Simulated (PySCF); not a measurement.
Parent: `[CH3:1][S:2][GeH3:3]`, CH6GeS.

Computed with PBE0-D3(BJ)/def2-SVP geometry optimisation, gas phase (PySCF 2.14.0). One conformer each, not checked by frequencies here.

```json
{"coordinate of the parent": "C1–S2", "value": "1.820 Å"}
{"coordinate of the parent": "S2–Ge3", "value": "2.220 Å"}
{"coordinate of the parent": "C1–S2–Ge3", "value": "99.5°"}
```

**Question.** How does the shared frame change in `[CH3:1][C:2]#[C:3][GeH2:4][S:5][CH3:6]` with C3–Ge4–S5–C6 54°, C4H8GeS? Atoms pair as C1 = C6, S2 = S5, Ge3 = Ge4 (parent first).

**Answer.** 
| parent | relative | value in the relative | change |
| --- | --- | --- | --- |
| C1–S2 | C6–S5 | 1.820 Å | 0.000 |
| S2–Ge3 | S5–Ge4 | 2.219 Å | -0.001 |
| C1–S2–Ge3 | C6–S5–Ge4 | 99.5° | 0.0 |

No shared bond changes by more than 0.004 Å. Bonds of the relative outside the shared frame: C1–C2 1.451, C2≡C3 1.219, C3–Ge4 1.894 Å. Point group Cs → C1.

**Question.** How does the shared frame change in `[CH3:1][S:2][GeH2:3][CH:4]([F:5])[F:6]` with C1–S2–Ge3–C4 -168°, S2–Ge3–C4–F5 72°, C2H6F2GeS? Atoms pair as C1 = C1, S2 = S2, Ge3 = Ge3 (parent first).

**Answer.** 
```
   parent   relative  value in the relative  change
    C1–S2      C1–S2                1.821 Å  +0.001
   S2–Ge3     S2–Ge3                2.217 Å  -0.003
C1–S2–Ge3  C1–S2–Ge3                 100.2°    +0.7
```

No shared bond changes by more than 0.004 Å. Bonds of the relative outside the shared frame: Ge3–C4 1.989, C4–F5 1.353, C4–F6 1.357 Å. Point group Cs → C1.

**Question.** How does the shared frame change in `[CH3:1][S:2][GeH2:3][PH2:4]` with C1–S2–Ge3–P4 -179°, S2–Ge3–P4–H -170° and -76°, CH7GePS? Atoms pair as C1 = C1, S2 = S2, Ge3 = Ge3 (parent first).

**Answer.** 
| parent | relative | value in the relative | change |
| --- | --- | --- | --- |
| C1–S2 | C1–S2 | 1.820 Å | 0.000 |
| S2–Ge3 | S2–Ge3 | 2.222 Å | +0.002 |
| C1–S2–Ge3 | C1–S2–Ge3 | 100.1° | +0.6 |

No shared bond changes by more than 0.004 Å. Bonds of the relative outside the shared frame: Ge3–P4 2.322 Å.
